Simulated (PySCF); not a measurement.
CH10N2Si3, SMILES C[Si@H]1N[Si@@H](N)[SiH2]1.

Coordinates come from a PBE0-D3(BJ)/def2-SVP optimisation. The structure was generated by enumeration; whether it is a known compound was not checked. The values are those of a single conformer.

All values below come from TDA-ωB97X/def2-SVPD (PySCF 2.14.0).

Vertical excitations. The molecule is in vacuum.

| state | energy (eV) | λ (nm) | f | main pairs |
|---|---|---|---|---|
| S1 | 5.50 | 225 | 0.003 | HOMO→LUMO 78 % |
| S2 | 6.15 | 202 | 0.161 | HOMO→LUMO+1 72 % |
| S3 | 6.52 | 190 | 0.039 | HOMO→LUMO+2 46 %, HOMO→LUMO+3 15 %, HOMO−1→LUMO 14 %, HOMO→LUMO+1 7 % |
| S4 | 6.64 | 187 | 0.037 | HOMO−1→LUMO 62 %, HOMO−1→LUMO+1 11 %, HOMO→LUMO+2 11 % |
| S5 | 6.83 | 182 | 0.184 | HOMO→LUMO+3 45 %, HOMO→LUMO+2 24 %, HOMO→LUMO+4 8 % |
| S6 | 7.06 | 176 | 0.008 | HOMO−1→LUMO+1 43 %, HOMO−1→LUMO+3 17 %, HOMO−1→LUMO 13 %, HOMO−1→LUMO+2 10 % |
| T1 | 4.95 | 250 | 0 | HOMO→LUMO 73 % |
| T2 | 5.49 | 226 | 0 | HOMO→LUMO+1 74 % |
Triplets are in the Tamm–Dancoff approximation.
